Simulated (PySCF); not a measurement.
## Stretching BeC⁺

Set-up: PySCF, no relativity, basis sets Be aug-cc-pVDZ, C aug-cc-pVDZ. Energies in eV from Be⁺ + C in their ground configurations at the same level. State: ⁴Σ⁻ (quartet), unpaired electrons σ ↑, π ↑↑.

| R (Å) | M06 |
| --- | --- |
| 1.361 | -2.053 |
| 1.424 | -2.508 |
| 1.487 | -2.768 |
| 1.534 | -2.862 |
| 1.582 | -2.889 |
| 1.629 | -2.861 |
| 1.693 | -2.757 |
| 1.772 | -2.548 |
| 1.867 | -2.224 |
| 1.993 | -1.745 |

Task: Put a parabola through the three lowest points of the M06 curve and estimate Re, k and ωe (reduced mass 5.147 u; 1 eV/Å² = 0.16022 mdyn/Å; ωe = 1302.8·√(k/μ) cm⁻¹).

Result: Through R = 1.534, 1.582, 1.629 Å the second-order coefficient is 12.2 eV/Å², so Re ≈ 1.581 Å, k ≈ 3.91 mdyn/Å and ωe ≈ 1135 cm⁻¹. A polynomial fit of higher order to the unrounded M06 energies gives Re = 1.580 Å, k = 3.92 mdyn/Å, ωe = 1137 cm⁻¹; anharmonicity and rounding make the difference.

The higher-order fit for each curve: M06: Re = 1.580 Å, ωe = 1137 cm⁻¹, De = 2.89 eV.

For an ion De counts to the pair picked by the measured ionisation energies or electron affinities, which need not be the lowest pair at this level. The state was picked by a PBE0 search and need not be the measured ground state.
